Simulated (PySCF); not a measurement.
GeF4, SMILES [F][Ge]([F])([F])[F].

The structure is a stationary point at TPSSh-D3(BJ)/def2-SVP. The isomer is the one that the SMILES or the coordinates give; other isomers of the formula were not compared.

The numbers are results of PBE/def2-TZVP (PySCF), not measurements.

The molecule is in vacuum.

Computed frontier levels, gap, dipole moment and polarisability:
- highest occupied level: -10.47 eV
- lowest empty level: -3.14 eV
- orbital gap: 7.33 eV
- dipole moment: 0.00 D
- quadrupole, principal values (traceless, Buckingham form, about the centre of nuclear charge): 0.00, 0.00, 0.00 D·Å
- mean static polarisability: 25.9 bohr³ (3.83 Å³)
- polarisability, principal values: 25.9, 25.9, 25.9 bohr³
